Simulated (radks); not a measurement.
Results of a calculation; reference values are marked as such.
Mean orbital radii <r> (bohr) of neutral praseodymium, [Xe] 4f3 6s2, at several levels of relativity; Dirac values are averaged over j with weights 2j + 1. Spin-unpolarised spherical Kohn-Sham, PBE, point nucleus unless stated (finite: rms radius 4.8919 fm), a radial shooting solver on a logarithmic mesh with Libxc functionals. A level marked "c x" has the speed of light scaled by that factor and shares open shells by 2j + 1; other Dirac levels either fill j = l - 1/2 first or share by 2j + 1.

| shell | non-rel. | scalar-rel., finite nucleus | Dirac, 2j+1 shares | Dirac, low j first | change of magnitude, last against first (%) |
|---|---|---|---|---|---|
| 3s | 0.2874 | 0.2723 | 0.2720 | 0.2720 | -5.36 |
| 3p | 0.2772 | 0.2704 | 0.2699 | 0.2699 | -2.63 |
| 3d | 0.2482 | 0.2475 | 0.2475 | 0.2475 | -0.26 |
| 4s | 0.6542 | 0.6225 | 0.6224 | 0.6225 | -4.85 |
| 4p | 0.6737 | 0.6594 | 0.6588 | 0.6589 | -2.20 |
| 4d | 0.7256 | 0.7272 | 0.7275 | 0.7277 | +0.29 |
| 5s | 1.590 | 1.508 | 1.508 | 1.509 | -5.09 |
| 5p | 1.801 | 1.767 | 1.766 | 1.767 | -1.86 |
| 4f | 1.089 | 1.211 | 1.212 | 1.221 | +12.11 |
| 6s | 4.726 | 4.499 | 4.500 | 4.504 | -4.71 |
| 5d (empty) | 3.144 | 3.327 | 3.331 | 3.339 | +6.21 |
| 6p (empty) | 6.169 | 6.181 | 6.175 | 6.180 | +0.19 |
